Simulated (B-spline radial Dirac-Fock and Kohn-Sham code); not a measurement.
X-ray form factors of sulfur in several charge states

Level of theory: configuration-average Dirac-Fock orbitals; an atomic code on a B-spline grid.

Configurations: S¹¹⁺ [He] 2s2 2p1; S¹²⁺ [He] 2s2; S¹³⁺ [He] 2s1; S¹⁴⁺ 1s2; S¹⁵⁺ 1s1. The first column is f₀ of S¹¹⁺, the others are differences from it.

| s (Å⁻¹) | S¹¹⁺ | Δ S¹²⁺ | Δ S¹³⁺ | Δ S¹⁴⁺ | Δ S¹⁵⁺ |
| --- | --- | --- | --- | --- | --- |
| 0 | 5.000 | -1.000 | -2.000 | -3.000 | -4.000 |
| 0.1 | 4.956 | -0.987 | -1.972 | -2.958 | -3.957 |
| 0.2 | 4.827 | -0.948 | -1.889 | -2.834 | -3.830 |
| 0.3 | 4.624 | -0.888 | -1.760 | -2.640 | -3.632 |
| 0.4 | 4.363 | -0.812 | -1.594 | -2.392 | -3.377 |
| 0.5 | 4.063 | -0.724 | -1.406 | -2.107 | -3.084 |
| 0.7 | 3.421 | -0.539 | -1.010 | -1.506 | -2.461 |
| 0.9 | 2.824 | -0.372 | -0.654 | -0.962 | -1.890 |
| 1.1 | 2.342 | -0.240 | -0.381 | -0.544 | -1.439 |
| 1.4 | 1.856 | -0.110 | -0.133 | -0.167 | -1.005 |

Values without a named source are computed, but for edge energies of neutral atoms, which are taken from tables.
